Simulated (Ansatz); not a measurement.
The same molecule with X = F, Cl, I. Ansatz, PBE0-D4/def2-TZVP geometries, multiplicity 1.

Elements past krypton have def2 core potentials.

```
X     molecule  mean X–C bond length / Å  LUMO energy (ωB97M-V/def2-TZVPP) / eV  LUMO energy (PBE/def2-TZVPP) / eV  HOMO energy (PBE/def2-TZVPP) / eV
F  `C=C=C(C)F`                     1.353                                   1.82                              -1.39                              -5.85
I  `C=C=C(C)I`                     2.111                                   0.61                              -2.26                              -5.75
```

Task: Give the row for X = Cl, `C=C=C(C)Cl`. (Estimate.)

Result: Computed: 
```tsv
X	molecule	mean X–C bond length / Å	LUMO energy (ωB97M-V/def2-TZVPP) / eV	LUMO energy (PBE/def2-TZVPP) / eV	HOMO energy (PBE/def2-TZVPP) / eV
Cl	`C=C=C(C)Cl`	1.745	1.59	-1.58	-5.92
```

From F to I the mean X–C bond length rises at each step, by 0.758 Å in all; the LUMO energy (ωB97M-V/def2-TZVPP) falls at each step, by 1.21 eV in all; the LUMO energy (PBE/def2-TZVPP) falls at each step, by 0.87 eV in all; the HOMO energy (PBE/def2-TZVPP) isn't monotonic: highest at I, lowest at Cl. Bonds lengthen as the atom grows down the group.

Spin–orbit coupling is left out; it splits and shifts lone-pair levels of the heavy atoms by tenths of an eV.
